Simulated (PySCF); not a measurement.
MN15 on O⁺ (oxygen, charge +1)

Configuration: [He] 2s2 2p3, high-spin 4S determinant. All numbers are calculated (PySCF 2.14, the spin-free X2C one-electron Hamiltonian (Gaussian nucleus), in aug-cc-pVQZ-DK (6s5p4d3f2g, 80 functions)).

```
Total energy                        : -74.5834 hartree
One-electron energy                 : -98.5421 hartree
Hartree (Coulomb) energy            : 32.0190 hartree
Exchange-correlation energy         : -8.0603 hartree
⟨S²⟩                                : 3.7504
⟨L²⟩                                : 0.000
Sum of ⟨r⟩                          : 5.830 bohr
Sum of ⟨r²⟩                         : 7.444 bohr²
Langevin diamagnetic susceptibility : -5.90 ×10⁻⁶ cm³/mol
```

```json
{"shell": "1s α", "electrons": "1", "mean orbital energy (hartree)": "-19.67435", "rms radius, mean of both spins (bohr)": "0.233"}
{"shell": "1s β", "electrons": "1", "mean orbital energy (hartree)": "-19.61481", "rms radius, mean of both spins (bohr)": "0.233"}
{"shell": "2s α", "electrons": "1", "mean orbital energy (hartree)": "-1.64909", "rms radius, mean of both spins (bohr)": "1.20"}
{"shell": "2s β", "electrons": "1", "mean orbital energy (hartree)": "-1.42258", "rms radius, mean of both spins (bohr)": "1.20"}
{"shell": "2p α", "electrons": "3", "mean orbital energy (hartree)": "-1.08967", "rms radius, mean of both spins (bohr)": "1.22"}
```
